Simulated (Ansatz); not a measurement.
Gas-phase electronic energies from Ansatz, PBE0-D4/def2-TZVP geometries. CCSD(T)/CBS is the MP2 limit (def2-TZVPP, def2-QZVPP) plus CCSD(T) − MP2 in def2-TZVPP, frozen cores. This one scheme is used for every species. DFT in def2-TZVPP. Each species was taken in one conformer, which may not be the lowest.

`O[Si](F)(F)[SiH3]` + H₂S → `O[Si](F)([SiH3])S` + H–F  (ligand exchange at the Si–F bond)

Is it downhill or uphill in electronic energy at CCSD(T)/CBS, and by how much? (An estimate is asked.)

The calculation gave: Uphill: ΔE = +21.4 kcal/mol.

What do these levels give: r2SCAN-D4, ωB97M-V, B2PLYP, MP2/def2-TZVPP, CCSD(T)/def2-TZVPP, MP2/def2-QZVPP? (An estimate is asked.)

Computed: r2SCAN-D4 21.8, ωB97M-V 22.4, B2PLYP 23.7, MP2/def2-TZVPP 21.1, CCSD(T)/def2-TZVPP 22.5, MP2/def2-QZVPP 20.7 kcal/mol.

Largest T1 diagnostic among the species: 0.013.

From PBE to PBE0 (25 % exact exchange), in def2-TZVPP and without D4, ΔE moves by +0.7 kcal/mol. In def2-TZVPP, CCSD(T) changes the Hartree–Fock value by −5.8 kcal/mol (the triples alone add −1.1 kcal/mol) and MP2 by −7.1 kcal/mol.
